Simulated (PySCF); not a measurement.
These 2 structures share the formula [C10H19]+ (charge +1). Method: PBE0-D3(BJ)/def2-SVP geometry optimisation, gas phase (PySCF). Energies are electronic, without zero-point or thermal terms, for one conformer each. No frequencies were run at this level. Point groups hold within 0.08 Å.

Question: Order them by energy at this level, lowest first, and give relative energies in kJ/mol.
A. `[CH3:1]/[CH:2]=[C:3](/[CH3:4])[C@@H:5]([CH2:6][CH3:7])[C+:8]([CH3:9])[CH3:10]` (charge +1) with C2–C3–C5–C6 143°, C3–C5–C6–C7 -69°, C3–C5–C8–C9 104°
B. `[CH3:1]/[CH:2]=[C:3](\[CH3:4])[C@@H:5]([CH2:6][CH3:7])[C+:8]([CH3:9])[CH3:10]` (charge +1) with C2–C3–C5–C6 -36°, C3–C5–C6–C7 -68°, C3–C5–C8–C9 -106°

Answer: B (0.0), A (14.6).

Neighbours under 21 kJ/mol apart (C/C=C(\C)[C@@H](CC)[C+](C)C and C/C=C(/C)[C@@H](CC)[C+](C)C) can change places with a better method, another conformer or zero-point energy. C/C=C(\C)[C@@H](CC)[C+](C)C and C/C=C(/C)[C@@H](CC)[C+](C)C are stereoisomers, 14.6 kJ/mol apart in the conformers taken.

```tsv
SMILES	E (Eh)	E rel (kJ/mol)	dipole about centre of mass (D)	point group	A, B, C (MHz)
C/C=C(\C)[C@@H](CC)[C+](C)C	-391.48702	0.0	1.99	C1	1243, 1168, 890.4
C/C=C(/C)[C@@H](CC)[C+](C)C	-391.48147	14.6	2.41	C1	1383, 1112, 910.2
```

Q: How do the relative energies change in single points at KT3/pcSseg-1 (no added dispersion term) on the same geometries?

A: 
```tsv
SMILES	PBE0-D3(BJ)/def2-SVP (kJ/mol)	KT3/pcSseg-1 (kJ/mol)	shift
C/C=C(\C)[C@@H](CC)[C+](C)C	0.0	0.0	0.0
C/C=C(/C)[C@@H](CC)[C+](C)C	14.6	15.8	+1.2
```

Each column counts from its own lowest isomer. The order is unchanged; the largest shift is 1.2 kJ/mol.

Q: As an exercise, what shares would exp(−E/RT) give at 500 K from these electronic energies alone (no entropy, no degeneracies)?

A: RT = 4.157 kJ/mol: C/C=C(\C)[C@@H](CC)[C+](C)C 97.1 %, C/C=C(/C)[C@@H](CC)[C+](C)C 2.9 %.
